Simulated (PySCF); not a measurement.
Computed with PySCF, PBE0, basis Ir def2-TZVP with ECP60, N def2-TZVP (scalar-relativistic core potentials, no spin–orbit coupling, density fitting).

Each entry is the lowest minimum that a search over a few typed start shapes (and spin states, where more than one is plausible) found, or that minimum re-optimised at the stated level; isomers with ligand–ligand bonds, or fragments after loss of a ligand pair, can lie lower. Open shells are unrestricted.

IrN2 is a quartet of C∞v symmetry with Ir–N 2.043 Å, N–N 1.102 Å; Ir–N–N 180.0°. Its wavenumbers are 85 (×2), 282, 2323 cm⁻¹.

(1) What changes when one electron is removed, giving IrN₂⁺?

Answers

(1) It costs 7.37 eV between the minima (7.41 eV with zero-point energy). IrN₂⁺ is a triplet of C∞v symmetry with Ir–N 1.897 Å, N–N 1.097 Å; Ir–N–N 180.0°; wavenumbers 339 (×2), 450, 2403 cm⁻¹.

Open d and f shells are described by one determinant, and the ground state may have another occupation or spin. No spin–orbit coupling is included, which matters more the heavier the element.
